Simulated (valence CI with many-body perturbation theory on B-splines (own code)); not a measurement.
**Which ion has this spectrum?**

A relativistic CI+MBPT calculation for an atom or ion with 14 electrons gives these levels (cm⁻¹):

```csv
J,Parity,E,g
0,even,0,
1,even,652705,1.49
2,even,705568,1.19
2,even,1396480,1.30
2,odd,1499353,1.61
0,even,1511615,
1,odd,1662932,0.97
2,odd,1866897,0.77
2,odd,2038093,1.46
1,odd,2088591,0.90
3,odd,2091456,1.18
2,odd,2227147,1.29
3,odd,2259639,1.24
0,odd,2302754,
```

The energies are calculated, and their last digits are not significant.

Question: Which is it?
A. La43+
B. I39+
C. Xe40+
D. Cs41+

Answer: D. Cs41+, ground level (3s^2 3p1/2^2) J=0.
